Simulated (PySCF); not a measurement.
Isomers of C10H7N, one GFN2-xTB conformer each. Single-point energies are computed at PBE0/pcSseg-1 (PySCF, gas phase, no added dispersion term), electronic only.

Question: Rank them by PBE0/pcSseg-1 energy, lowest first (kJ/mol).
A. `N#CC1=C2C=CCC2=CC=C1`
B. `N#C[C@@H]1C=CC2=CC=CC=C21`

Answer: A (0.0), B (26.9).

GFN2-xTB itself gives, in the same order: 0.0, 19.0. Both levels put the same isomer lowest.

Q: Which frontier levels, dipoles and rotational constants go with these structures?

A: 
```csv
SMILES,"HOMO (eV, PBE0/pcSseg-1)",LUMO (eV),dipole (D),"A, B, C (MHz)"
N#Cc1cccc2c1C=CC2,-6.94,-1.61,5.26,"1763, 1156, 701.3"
N#C[C@@H]1C=Cc2ccccc21,-6.94,-1.35,3.96,"2134, 1005, 744.1"
```

Q: As an exercise, what shares would exp(−E/RT) give at 1000 K from these electronic energies alone (no entropy, no degeneracies)?

A: RT = 8.314 kJ/mol: N#Cc1cccc2c1C=CC2 96.2 %, N#C[C@@H]1C=Cc2ccccc21 3.8 %.
